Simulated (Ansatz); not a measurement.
Consider the redistribution: `[AlH2][NH][SiH2]Cl` + `C[SiH2]N` → `N[SiH2][SiH2]Cl` + `C[NH][AlH2]`.

Isolated molecules relaxed with PBE0-D4/def2-TZVP in Ansatz; ΔE leaves out vibrations. CCSD(T)/CBS is the MP2 limit (def2-TZVPP, def2-QZVPP) plus CCSD(T) − MP2 in def2-TZVPP, frozen cores. Functionals use def2-TZVPP. B3LYP here is the variant with VWN-RPA as its local correlation; programs differ in this. One conformer a species, not always the lowest.

(1) Is it downhill or uphill in electronic energy at CCSD(T)/CBS, and by how much? (An estimate is asked.)

(2) What do these levels give: LDA (SPW92), revPBE-D4, BLYP-D4, r2SCAN-D4, PBE0-D4, B3LYP-D4, PBE, r2SCAN, r2SCANh, r2SCAN0, RPA@PBE/def2-TZVPP, HF/def2-TZVPP? (Best estimate.)

(3) What do rigid-rotor, harmonic-oscillator terms from PBE0-D4/def2-TZVP frequencies (298.15 K, 1 bar) make of the CCSD(T)/CBS value? (Best estimate.)

Largest T1 diagnostic among the species: 0.012.

## Answers

(1) Computed: Uphill: ΔE = +39.1 kcal/mol.

(2) The calculation gave: LDA (SPW92) 33.7, revPBE-D4 32.7, BLYP-D4 35.0, r2SCAN-D4 37.8, PBE0-D4 35.1, B3LYP-D4 36.7, PBE 33.0, r2SCAN 37.9, r2SCANh 38.3, r2SCAN0 38.8, RPA@PBE/def2-TZVPP 37.0, HF/def2-TZVPP 40.6 kcal/mol.

(3) Computed: ΔZPE = +0.9 kcal/mol, ΔH = +40.0 kcal/mol, ΔS = -1 J/(mol·K), ΔG = +40.1 kcal/mol. Modes under 50 cm⁻¹ make the entropy rough.

From PBE to PBE0 (25 % exact exchange), in def2-TZVPP and without D4, ΔE moves by +2.2 kcal/mol. Leaving LDA and LC-ωPBE aside and taking each functional with its dispersion term where it has one, the values, not all of them listed here, spread over 6.9 kcal/mol, from revPBE-D4 to ωB97M-V. At CCSD(T), def2-SVP lies −5.4 kcal/mol from the extrapolated value and def2-TZVPP −0.3 kcal/mol.
